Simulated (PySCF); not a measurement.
## Zn⁺: ionisation energy

Zn⁺ [Ar] 3d10 4s1 (2S) → Zn²⁺ [Ar] 3d10 (1S), as a difference of total energies. All numbers are calculated (PySCF 2.14, the spin-free X2C one-electron Hamiltonian (Gaussian nucleus), in x2c-SVPall (5s3p3d1f, 36 functions)). Correlated levels: valence: [Ar] frozen. The calculations carry no spin-orbit coupling.

```json
{"method": "UHF", "ionisation energy (eV)": "16.838", "error (eV)": "-1.126"}
{"method": "TPSS", "ionisation energy (eV)": "18.301", "error (eV)": "+0.337"}
{"method": "BP86", "ionisation energy (eV)": "18.701", "error (eV)": "+0.737"}
{"method": "MP2 (valence)", "ionisation energy (eV)": "17.287", "error (eV)": "-0.677"}
{"method": "SCS-MP2 (valence)", "ionisation energy (eV)": "17.225", "error (eV)": "-0.739"}
{"method": "CCSD (valence)", "ionisation energy (eV)": "17.235", "error (eV)": "-0.729"}
{"method": "CCSD(T) (valence)", "ionisation energy (eV)": "17.272", "error (eV)": "-0.692"}
```

Reference: 17.964 eV (measured; NIST Atomic Spectra Database, ionization energies).

Errors of the correlated levels include the incompleteness of this basis and the frozen core.
